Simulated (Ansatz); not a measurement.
`N=C([SiH3])BO` + `[SiH3]CS` → `OBC[SiH3]` + `N=C([SiH3])S`  (redistribution)

Calculated with Ansatz (gas phase, PBE0-D4/def2-TZVP geometries, no zero-point term in ΔE). CCSD(T)/CBS is the MP2 limit (def2-TZVPP, def2-QZVPP) plus CCSD(T) − MP2 in def2-TZVPP, frozen cores. Functionals use def2-TZVPP. HSE06 is defined as in plane-wave codes. Each species was taken in one conformer, which may not be the lowest.

`N=C([SiH3])BO`:

Z-matrix (Å, degrees):
```
Si
C 1 1.903
H 1 1.486 2 111.1
H 1 1.486 2 111.1 3 121.2
H 1 1.490 2 106.8 3 -119.4
B 2 1.576 1 120.8 3 -60.6
N 2 1.282 1 122.7 3 119.4
O 6 1.352 2 116.4 1 0.1
H 6 1.198 2 121.8 1 -179.9
H 7 1.025 2 111.8 1 -0.0
H 8 0.960 6 114.0 2 180.0
```

`[SiH3]CS`:

Cartesian coordinates in Å:
```
Si -0.072 -1.071 -0.119
C 0.245 0.628 0.615
S -0.638 1.920 -0.300
H -1.516 -1.397 -0.028
H 0.718 -2.110 0.598
H 0.340 -1.060 -1.549
H -0.159 0.664 1.630
H 1.310 0.859 0.682
H -0.229 1.567 -1.530
```

`OBC[SiH3]`:

Cartesian coordinates in Å:
```
O 1.624 1.061 -1.051
B 1.102 0.656 0.135
C 0.368 -0.709 0.207
Si -1.491 -0.481 0.042
H 2.029 1.930 -1.008
H 1.190 1.381 1.094
H 0.524 -1.195 1.176
H 0.682 -1.389 -0.592
H -2.190 -1.788 0.176
H -2.004 0.430 1.102
H -1.833 0.104 -1.281
```

`N=C([SiH3])S`:

```xyz
9

N    -0.849    0.788   -1.437
C    -0.328   -0.043   -0.636
Si    0.445    0.606    0.967
S    -0.337   -1.799   -0.914
H    -1.262    0.355   -2.266
H    -0.432    0.213    2.100
H     0.585    2.076    0.886
H     1.768   -0.049    1.153
H     0.410   -2.148    0.146
```

```json
{"species": "`N=C([SiH3])BO`", "HSE06-D4 energy (Eh)": "-485.76950"}
{"species": "`[SiH3]CS`", "HSE06-D4 energy (Eh)": "-729.10142"}
{"species": "`OBC[SiH3]`", "HSE06-D4 energy (Eh)": "-431.70039"}
{"species": "`N=C([SiH3])S`", "HSE06-D4 energy (Eh)": "-783.19337"}
```

Q: Work out ΔE.

A: ΔE = (-431.70039) + (-783.19337) − (-485.76950) − (-729.10142) = -0.02284 Eh = -60.0 kJ/mol. CCSD(T)/CBS gives -51.8 kJ/mol.

Largest T1 diagnostic among the species: 0.014.

In def2-TZVPP, CCSD(T) changes the Hartree–Fock value by −8.0 kJ/mol (the triples alone add −2.3 kJ/mol) and MP2 by −14.6 kJ/mol. Leaving LDA and LC-ωPBE aside and taking each functional with its dispersion term where it has one, the values, not all of them listed here, spread over 15.4 kJ/mol, from r2SCAN-D4 to BHLYP-D4. LDA lies −5.0 kJ/mol from PBE without D4.
